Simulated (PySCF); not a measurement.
# Excitation energy of Dy²⁺ by level of theory

Dy²⁺ [Xe] 4f10 (high-spin determinant) → Dy²⁺ [Xe] 4f9 6s1 (high-spin determinant), as a difference of total energies. All numbers are calculated (PySCF 2.14, scalar relativity by spin-free X2C-1e, in cc-pVDZ-X2C). Correlated levels: valence: [Kr] 4d10 frozen; valence and next inner shell: [Ar] 3d10 frozen. The calculations carry no spin-orbit coupling.

| method | excitation energy (eV) |
| --- | --- |
| UHF | -0.077 |
| LDA | 3.987 |
| PBE | 3.938 |
| PBE0 | 3.199 |
| r2SCAN | 3.759 |
| MP2 (valence) | 2.819 |
| SCS-MP2 (valence) | 2.660 |
| MP2 (valence and next inner shell) | 3.050 |
| SCS-MP2 (valence and next inner shell) | 2.830 |

Task: How much does correlation contribute at MP2 (valence and next inner shell)?

Result: 3.050 − (-0.077) = 3.127 eV, measured against UHF.

A first-order spin-orbit estimate (lowest level to lowest level, LS coupling) adds 0.078 eV.

The basis was made for the ground configuration and has no added diffuse functions, so the excitation energy can come out too high.

The determinant of the upper state and of the lower state mixes LS terms, which raises its energy above the lowest term, most at the Hartree-Fock and MP2 levels.
